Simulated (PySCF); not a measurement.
# Which orbitals make which state

B2ClH3O.
InChI=1S/B2ClH3O/c1-4-2-3/h2H,1H2

Level of theory: TDDFT wB97X-D/def2-SVPD, vertical, gas phase, core orbitals frozen in the response in PySCF 2.14.0, density-fitted response routines. Isolated species at its PBE0-D3(BJ)/def2-SVP geometry, gas phase.

Orbital energies (eV): HOMO-3 -12.01, HOMO-2 -12.01, HOMO-1 -11.09, HOMO -10.83, LUMO 0.80, LUMO+1 1.12, LUMO+2 1.78.

**Question.** Among the lowest singlets, which states do these configurations lead, and at what energies: HOMO-1→LUMO, HOMO-1→LUMO+1, HOMO→LUMO+1, HOMO-3→LUMO+1, HOMO→LUMO, HOMO→LUMO+2, HOMO-3→LUMO, HOMO-1→LUMO+2?

**Answer.** 

```json
{"state": "S1", "leading configuration": "HOMO→LUMO", "weight": "0.88", "Δε (eV)": "11.63", "E (eV)": "6.14", "E − Δε (eV)": "-5.49", "f": "0.0000", "other configurations": "H-2→L (9%)"}
{"state": "S2", "leading configuration": "HOMO-1→LUMO+1", "weight": "0.97", "Δε (eV)": "12.21", "E (eV)": "6.94", "E − Δε (eV)": "-5.27", "f": "0.0031", "other configurations": "–"}
{"state": "S3", "leading configuration": "HOMO→LUMO+1", "weight": "0.90", "Δε (eV)": "11.95", "E (eV)": "7.63", "E − Δε (eV)": "-4.31", "f": "0.256", "other configurations": "–"}
{"state": "S4", "leading configuration": "HOMO-3→LUMO+1", "weight": "0.88", "Δε (eV)": "13.13", "E (eV)": "7.67", "E − Δε (eV)": "-5.46", "f": "0.0043", "other configurations": "H-2→L+1 (9%)"}
{"state": "S5", "leading configuration": "HOMO-1→LUMO", "weight": "0.93", "Δε (eV)": "11.90", "E (eV)": "8.14", "E − Δε (eV)": "-3.75", "f": "0.024", "other configurations": "–"}
{"state": "S6", "leading configuration": "HOMO-3→LUMO", "weight": "0.63", "Δε (eV)": "12.82", "E (eV)": "8.56", "E − Δε (eV)": "-4.25", "f": "0.236", "other configurations": "H-2→L+1 (17%)"}
{"state": "S8", "leading configuration": "HOMO→LUMO+2", "weight": "0.85", "Δε (eV)": "12.61", "E (eV)": "8.63", "E − Δε (eV)": "-3.98", "f": "0.067", "other configurations": "–"}
{"state": "S10", "leading configuration": "HOMO-1→LUMO+2", "weight": "0.69", "Δε (eV)": "12.87", "E (eV)": "8.94", "E − Δε (eV)": "-3.93", "f": "0.145", "other configurations": "H-1→L+3 (11%), H-1→L+4 (9%)"}
```

E − Δε runs from -5.49 to -3.75 eV. By orbital difference alone the order would be S1, S5, S3, S2, S8, S6, S10, S4. Δε is the difference of the two orbital energies.

H and L stand for HOMO and LUMO. The other states: S7 8.62 eV, f 0.040, H-2→L+1 (62%), H-3→L (18%); S9 8.79 eV, f 0.0002, H-2→L (73%), H→L (9%).

**Question.** Which computed triplets share their leading configuration (75% or more) with a singlet, and how far apart are the partners?

**Answer.** 

```
configuration  triplet  E(T) (eV)  singlet  E(S) (eV)  E(S) − E(T) (eV)
    HOMO→LUMO       T1       5.66       S1       6.14             +0.48
HOMO-1→LUMO+1       T2       6.59       S2       6.94             +0.36
  HOMO→LUMO+1       T3       6.70       S3       7.63             +0.93
HOMO-3→LUMO+1       T4       7.34       S4       7.67             +0.33
```

The 4 triplets are Tamm–Dancoff values, the singlets full response.

The vertical ionisation energy (ΔSCF) is 11.37 eV, 2.43 eV above S10.

On an Arm Neoverse V1 with one thread, on a shared host, this took 32 s.
